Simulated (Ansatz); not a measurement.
Consider the redistribution: `[SiH3][S][GeH3]` + `[SiH3]/C=C\S` → `[SiH3]/C=C/[SiH3]` + `S[S][GeH3]`.

Gas-phase electronic energies from Ansatz, PBE0-D4/def2-TZVP geometries. CCSD(T)/CBS is the MP2 limit (def2-TZVPP, def2-QZVPP) plus CCSD(T) − MP2 in def2-TZVPP, frozen cores. This one scheme is used for every species. Double bonds are as drawn, so ΔE can hold a change between cis and trans. DFT in def2-TZVPP. B3LYP here is the variant with VWN-RPA as its local correlation; programs differ in this. For Ge outer-core shells are correlated without core-valence functions, which leaves a few kJ/mol of doubt a bond. Scalar relativity is left out up to krypton. Each species was taken in one conformer, which may not be the lowest.

Q: Is it downhill or uphill in electronic energy at CCSD(T)/CBS, and by how much? (Best estimate.)

A: Computed: Uphill: ΔE = +15.9 kcal/mol.

Q: What do these levels give: LDA (SPW92), B97M-V, B3LYP-D4, ωB97M-V, PBE-QIDH, BLYP, r2SCAN, B3LYP, BHLYP, RPA@PBE/def2-TZVPP, HF/def2-SVP, MP2/def2-SVP? (Estimate.)

A: Ansatz gave: LDA (SPW92) 18.0, B97M-V 17.2, B3LYP-D4 15.0, ωB97M-V 15.6, PBE-QIDH 17.5, BLYP 13.3, r2SCAN 17.4, B3LYP 14.1, BHLYP 14.6, RPA@PBE/def2-TZVPP 15.3, HF/def2-SVP 15.5, MP2/def2-SVP 20.3 kcal/mol.

Largest T1 diagnostic among the species: 0.013.

In def2-TZVPP, CCSD(T) changes the Hartree–Fock value by +2.7 kcal/mol (the triples alone add +0.5 kcal/mol) and MP2 by +4.5 kcal/mol. The D4 term adds +0.9 kcal/mol with B3LYP and +0.5 kcal/mol with PBE0; it sums over pairs of atoms, weighted by their polarisabilities, and B3LYP, whose exchange is more repulsive, gets the larger term.
